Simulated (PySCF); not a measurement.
Bi(Et)(OH)2 (C2H7BiO2), SMILES [OH][Bi]([CH2]C)[OH].

Geometry: B3LYP-D3(BJ)/def2-SVP. The structure was generated by enumeration; whether it is a known compound was not checked. The def2 effective core potentials stand for the cores of Bi; spin–orbit coupling is left out. Other conformers were not sampled.

Two levels are set side by side: PBE/def2-TZVP (PySCF) and CAM-B3LYP/def2-TZVP (PySCF). Same geometry, gas phase. Differences are taken from unrounded values.

```json
[
 {"quantity": "orbital gap (eV)", "CAM-B3LYP": "8.38", "PBE": "4.28", "PBE minus CAM-B3LYP": "-4.11"},
 {"quantity": "highest occupied level (eV)", "CAM-B3LYP": "-8.39", "PBE": "-5.92", "PBE minus CAM-B3LYP": "2.47"},
 {"quantity": "lowest empty level (eV)", "CAM-B3LYP": "-0.01", "PBE": "-1.65", "PBE minus CAM-B3LYP": "-1.64"},
 {"quantity": "dipole moment (D)", "CAM-B3LYP": "2.93", "PBE": "2.63", "PBE minus CAM-B3LYP": "-0.30"},
 {"quantity": "mean polarisability (bohr³)", "CAM-B3LYP": "76.1", "PBE": "79.6", "PBE minus CAM-B3LYP": "3.5"}
]
```

PBE's occupied levels lie high since its potential decays too fast outside the molecule; exact exchange lowers them and widens the gap. Loosely held outer electrons make PBE densities more polarisable. Differences between two approximate levels are no errors against the true value.

Rough cost on one machine, each run with all the roots and properties that it gave: CAM-B3LYP against PBE within a factor of 2.
